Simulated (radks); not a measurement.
Trend from Lu3+ to Hg3+: ionisation energy by Delta-SCF between NIST ground configurations, and size. Method: Dirac Kohn-Sham, BLYP, spin-unpolarised, spherical densities, point nucleus; open shells fill j = l - 1/2 first; computed with a radial shooting solver on a logarithmic mesh with Libxc functionals.

| species | configuration | configuration of the ion | IE (eV) | NIST (eV) | kind | -e(HOMO) (eV) | outermost | <r> outermost (bohr) |
|---|---|---|---|---|---|---|---|---|
| Lu3+ | [Xe] 4f14 | [Xe] 4f13 | 45.697 | 45.25 | semi-emp. | 35.302 (4f7/2) | 5p3/2 | 1.41 |
| Hf3+ | [Xe] 4f14 5d1 | [Xe] 4f14 | 33.276 | 33.37 | semi-emp. | 27.463 (5d3/2) | 5d3/2 | 1.93 |
| Ta3+ | [Xe] 4f14 5d2 | [Xe] 4f14 5d1 | 35.421 | 35 | theory | 29.433 (5d3/2) | 5d3/2 | 1.83 |
| W3+ | [Xe] 4f14 5d3 | [Xe] 4f14 5d2 | 37.562 | 38.2 | semi-emp. | 31.386 (5d3/2) | 5d3/2 | 1.75 |
| Re3+ | [Xe] 4f14 5d4 | [Xe] 4f14 5d3 | 39.688 | 39 | theory | 33.318 (5d3/2) | 5d3/2 | 1.67 |
| Os3+ | [Xe] 4f14 5d5 | [Xe] 4f14 5d4 | 40.542 | 41 | theory | 34.109 (5d5/2) | 5d5/2 | 1.64 |
| Ir3+ | [Xe] 4f14 5d6 | [Xe] 4f14 5d5 | 42.593 | 40 | theory | 35.966 (5d5/2) | 5d5/2 | 1.58 |
| Pt3+ | [Xe] 4f14 5d7 | [Xe] 4f14 5d6 | 44.625 | 43 | theory | 37.803 (5d5/2) | 5d5/2 | 1.52 |
| Au3+ | [Xe] 4f14 5d8 | [Xe] 4f14 5d7 | 46.640 | 45 | theory | 39.624 (5d5/2) | 5d5/2 | 1.46 |
| Hg3+ | [Xe] 4f14 5d9 | [Xe] 4f14 5d8 | 48.640 | 48.6 | exp. | 41.432 (5d5/2) | 5d5/2 | 1.41 |

Reference values: NIST Atomic Spectra Database (exp. = measured, semi-emp. = semi-empirical, theory = theoretical value adopted there). Spin polarisation and multiplet splitting are left out, so open shells lie too high by an amount that depends on their filling.

Beside tabulated values, note that spin-unpolarised runs miss the spin-polarisation part of the exchange energy of open shells.
